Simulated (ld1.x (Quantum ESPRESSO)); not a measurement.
How hard is this arsenic RRKJ potential?

As (Z = 33), norm-conserving RRKJ (Kleinman–Bylander form), made with ld1.x (Quantum ESPRESSO) 7.5 (LDA (PZ), scalar-relativistic). Core [Ar], reference 3d10 4s2 4p3. Waves: 4p (bound): rc 1.35 bohr; 3d (bound): rc 0.70 bohr; 4f channel at 0.4 Ry: rc 1.25 bohr; 4s (bound): rc 1.35 bohr. Local part: the s channel. Core correction: a·sin(br)/r model core inside 0.40 bohr.

The pseudo-atom Hamiltonian at the reference potential is diagonalised in spherical Bessel functions j_l(qr) that vanish at 20 bohr, with q² up to the cutoff. All-electron valence levels (Ry): 4p -0.3930, 3d -3.0056, 4s -1.0806.

Task: How do the lowest levels (Ry) of each channel move with the cutoff, and are there ghosts?

Result:

| cutoff (Ry) | p #1 | p #2 | p #3 | d #1 | f #1 | f #2 | s #1 | s #2 | Σ f·Δε (mRy) |
| --- | --- | --- | --- | --- | --- | --- | --- | --- | --- |
| 8 | -0.3771 | 0.0297 | 0.1223 | 0.0617 | 0.1139 | 0.2417 | -0.9997 | -0.0280 | 30881.2 |
| 18 | -0.4077 | 0.0284 | 0.1200 | 0.0616 | 0.1139 | 0.2417 | -1.0632 | -0.0329 | 30748.9 |
| 35 | -2.1872 | -0.2864 | 0.0327 | 0.0616 | 0.1139 | 0.2417 | -1.0745 | -0.0336 | 31002.4 |
| 55 | -7.5341 | -0.3891 | 0.0289 | 0.0614 | 0.1139 | 0.2417 | -1.0789 | -0.0340 | 30683.1 |
| 90 | -8.2770 | -0.3929 | 0.0287 | 0.0586 | 0.1139 | 0.2417 | -1.0804 | -0.0340 | 30641.1 |
| 140 | -8.2835 | -0.3931 | 0.0287 | -1.2015 | 0.1139 | 0.2417 | -1.0806 | -0.0340 | 18039.3 |
| 230 | -8.2877 | -0.3931 | 0.0287 | -2.8611 | 0.1139 | 0.2417 | -1.0806 | -0.0341 | 1443.4 |
| 400 | -8.2896 | -0.3931 | 0.0287 | -3.0054 | 0.1139 | 0.2417 | -1.0806 | -0.0341 | 0.0 |

Result: ghost state, extra bound levels that the all-electron valence spectrum of the same l lacks: p at -112.8 eV (a true bound ghost makes a file unfit for plane-wave use); 10 mRy is reached at over 300 Ry and 1 mRy at over 300 Ry.

Its largest configuration-test error is -1166 meV.
